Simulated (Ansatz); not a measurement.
Start from `C#[C][Ga]([F])[Cl]` and change one atom or group to get `[F][Ga]([SiH3])[Cl]`.

Ansatz, PBE0-D4/def2-TZVP geometries, multiplicity 1. 

Scalar relativity is left out up to krypton.

| property | `C#[C][Ga]([F])[Cl]` |
| --- | --- |
| LUMO energy (B3LYP/def2-TZVPP) / eV | -2.10 |
| HOMO–LUMO gap (PBE0/def2-TZVPP) / eV | 7.14 |
| HOMO energy (PBE/def2-TZVPP) / eV | -7.72 |
| HOMO–LUMO gap (PBE/def2-TZVPP) / eV | 5.06 |
| HOMO–LUMO gap (B3LYP/def2-TZVPP) / eV | 6.62 |
| HOMO energy (ωB97M-V/def2-TZVPP) / eV | -11.26 |

Question: What does the change do to each property? (Estimate.)

Answer: The calculation gave: 
```
                             property  `[F][Ga]([SiH3])[Cl]`  shift
  LUMO energy (B3LYP/def2-TZVPP) / eV                  -2.13  -0.03
 HOMO–LUMO gap (PBE0/def2-TZVPP) / eV                   6.78  -0.36
    HOMO energy (PBE/def2-TZVPP) / eV                  -7.45   0.27
  HOMO–LUMO gap (PBE/def2-TZVPP) / eV                   4.80  -0.26
HOMO–LUMO gap (B3LYP/def2-TZVPP) / eV                   6.33  -0.29
HOMO energy (ωB97M-V/def2-TZVPP) / eV                 -10.74   0.52
```

With PBE0 the HOMO rises by 0.31 eV and the LUMO falls by 0.06 eV, so the gap narrows by about 0.37 eV. PBE moves the HOMO by 0.27 eV and ωB97M-V by 0.52 eV.

B3LYP here is the variant with VWN-RPA as its local correlation; programs differ in this.
